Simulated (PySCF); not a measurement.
Spin states and ions at one geometry of [BiCl3]2+

PySCF 2.14.0, RKS BP86, Bi def2-SVP with ECP60, Cl def2-SVP; non-relativistic Hamiltonian with scalar-relativistic core potentials where named; density fitting; no spin-orbit coupling; singlets restricted, open shells unrestricted. The geometry is relaxed for charge +2, singlet, vacuum:

```xyz
4

Bi    0.0000    0.0000    0.0000
Cl    2.3961    0.0000    0.0000
Cl   -1.1980    2.0751    0.0000
Cl   -1.1980   -2.0750    0.0000
```

Energies count from the relaxed state; an electron taken off or put on is at rest in vacuum. Charges and spins are Mulliken's.

Q: Order these states by energy, lowest first.
A. charge +2, triplet, vacuum
B. charge +2, singlet, vacuum
C. charge +3, doublet, vacuum
D. charge +1, doublet, vacuum

A: D (-15.66 eV), B (0.00 eV), A (0.71 eV), C (22.32 eV).

Q: How do charge and spin on the first atom follow?

A: 
| state | spin squared | charge on Bi1 (e) | spin on Bi1 (e) | dipole about the centre of mass (D) |
| --- | --- | --- | --- | --- |
| charge +2, singlet, vacuum | 0.00 | 1.27 | 0.00 | 0.00 |
| charge +2, triplet, vacuum | 2.00 | 1.23 | 0.02 | 0.01 |
| charge +3, doublet, vacuum | 0.75 | 1.43 | -0.07 | 0.00 |
| charge +1, doublet, vacuum | 0.75 | 1.08 | 0.09 | 0.00 |

With an electron taken off (doublet) the charges change, summed by element, by Bi +0.15 e, Cl +0.85 e. The vertical ionisation energy is 22.32 eV, against −ε(HOMO) = 19.41 eV of the relaxed state. The level lies 2.9 eV too high, as is usual for semilocal functionals and global hybrids, which keep a self-interaction error.

With an electron put on (doublet) the charges change, summed by element, by Bi -0.20 e, Cl -0.80 e. The vertical electron affinity is 15.66 eV, against −ε(LUMO) = 18.60 eV of the relaxed state.

Open shells may have lower solutions than those found. Hard to converge, so the more doubtful: charge +3, doublet, vacuum.

The gap of the closed shell is small, and it wasn't tested for a lower spin-broken solution at this geometry.
